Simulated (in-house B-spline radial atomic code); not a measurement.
A run on neutral dysprosium (an excited or competing configuration) that did not converge. Method: scalar-relativistic (X2C) wB97X, spin-polarised, spherical fractional occupations, exact exchange averaged over the configuration, Fermi nucleus of rms radius 5.2218 fm; computed with an all-electron radial atomic-structure program (B-spline basis).

Command:
```bash
python run_scf.py task.json out
```
Settings (nuclear radius in fm, mass in u):
```
Z                66
configuration    [Kr] 4d9 4f10 5s2 5p6 6s2 7d1
hamiltonian      x2c
method           wb97x
spin_polarised   True
nucleus          fermi
rms_radius       5.2218
atomic_mass      163.92918
speed_of_light   137.035999084
exact_exchange   averaged over the configuration
```

First and last ten iterations of the last attempt (damped for 15 steps, keeping 80 % of the old Fock matrix, then DIIS):
```
 iter        energy (Eh)    residual
    1      -12085.184719    8.61e-01
    2      -12105.130841    1.39e+00
    3      -12127.310340    8.99e-01
    4      -12139.478998    5.68e-01
    5      -12145.791822    3.88e-01
    6      -12148.880713    2.56e-01
    7      -12150.315969    1.75e-01
    8      -12150.966155    1.24e-01
    9      -12151.269642    8.73e-02
   10      -12151.424859    6.49e-02
  111      -12151.639791    1.28e-03
  112      -12151.639755    1.25e-03
  113      -12151.639831    1.45e-03
  114      -12151.639604    1.65e-03
  115      -12151.639644    1.54e-03
  116      -12151.639763    1.28e-03
  117      -12151.639992    1.00e-03
  118      -12151.639799    1.55e-03
  119      -12151.639838    1.40e-03
  120      -12151.640001    1.08e-03
 not converged after 120 iterations
```

The smallest residual met was 4.4e-04; the threshold is about 7e-07. No energy from this run should be used. Run time, properties included: 53 s on 1 thread of Intel(R) Xeon(R) 6975P-C (shared host).
